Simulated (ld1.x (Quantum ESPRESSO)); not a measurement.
Transferability test, TM potential for Mo

| Item | Value |
| --- | --- |
| Element | molybdenum (Mo) |
| Generator | ld1.x (Quantum ESPRESSO) 7.5 |
| Type | norm-conserving Troullier–Martins (Kleinman–Bylander form) |
| Functional | LDA (PZ) |
| Relativity | scalar-relativistic |
| Frozen core | [Kr] |
| Valence charge | 6 |
| Reference configuration | 4d5 5s1 5p0 |
| Partial waves | 5s (bound): rc 2.65 bohr; 5p (bound, empty): rc 4.20 bohr; 4d (bound): rc 1.90 bohr |
| Local potential | all-electron potential smoothed inside 2.15 bohr (lloc = -1) |
| Core correction | Bessel-smoothed model core inside 1.35 bohr |

Energies are relative to the spin-unpolarised reference configuration 4d5 5s1 5p0; without spin polarisation the order of configurations can differ from experiment. Spin-polarised rows fill each open shell by Hund’s rule, majority spin first.

```csv
valence configuration,charge,ΔE all-electron (eV),error AE − PS (meV)
4d5 5s0 5p0,+1,7.186,-14
4d3 5s0 5p0,+3,49.850,-386
4d5 5s0 5p1,0,3.245,-1.0
4d2 5s0 5p0,+4,89.547,-1288
4d4 5s1 5p0,+1,8.262,-56
4d4 5s2 5p0,0,0.139,-79
4d5 5s1 5p0 (spin-polarised),0,-3.924,+61
4d5 5s0 5p0 (spin-polarised),+1,3.795,+27
```

Task: What are ΔE and the potential's error for 4d4 5s0 5p0?

Result: ΔE = 22.889 eV all-electron; the error (AE − PS) is -52 meV.

Levels in the configuration 4d5 5s1 5p0 (spin-polarised):

```csv
level,all-electron (eV),pseudo (eV)
4d up,-4.653,-4.648
5s up,-4.838,-4.850
```

These tests converged, but a pseudo level misses the all-electron one widely, so the file describes the atom poorly there or has found another state: 4d3 5s0 5p0: empty 5p by 3.6 eV (a node warning on the way).

Note: ghost state, extra bound levels that the all-electron valence spectrum of the same l lacks: s at -21.9 eV. A true bound ghost makes a file unfit for plane-wave use.
